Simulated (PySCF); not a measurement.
Potential energy of InP along the bond

Set-up: PySCF, scalar-relativistic core potentials, basis sets In def2-TZVPP with ECP28, P def2-TZVPP. Energies in eV from In + P in their ground configurations at the same level. State: ³Σ⁻ (triplet), unpaired electrons π ↑↑.

```json
{"R (Å)": "2.281", "LDA": "-1.995"}
{"R (Å)": "2.387", "LDA": "-2.300"}
{"R (Å)": "2.493", "LDA": "-2.456"}
{"R (Å)": "2.572", "LDA": "-2.503"}
{"R (Å)": "2.652", "LDA": "-2.504"}
{"R (Å)": "2.732", "LDA": "-2.472"}
{"R (Å)": "2.838", "LDA": "-2.391"}
{"R (Å)": "2.970", "LDA": "-2.248"}
{"R (Å)": "3.129", "LDA": "-2.044"}
{"R (Å)": "3.341", "LDA": "-1.753"}
```

Problem. Put a parabola through the three lowest points of the LDA curve and estimate Re, k and ωe (reduced mass 24.4 u; 1 eV/Å² = 0.16022 mdyn/Å; ωe = 1302.8·√(k/μ) cm⁻¹).

Solution. Through R = 2.572, 2.652, 2.732 Å the second-order coefficient is 2.58 eV/Å², so Re ≈ 2.614 Å, k ≈ 0.826 mdyn/Å and ωe ≈ 240 cm⁻¹. A polynomial fit of higher order to the unrounded LDA energies gives Re = 2.615 Å, k = 0.973 mdyn/Å, ωe = 260 cm⁻¹; anharmonicity and rounding make the difference.

The higher-order fit for each curve: LDA: Re = 2.615 Å, ωe = 260 cm⁻¹, De = 2.51 eV.

Spin–orbit coupling is left out, which matters for elements this heavy, above all for dissociation energies. The state was picked by a PBE0 search and need not be the measured ground state.
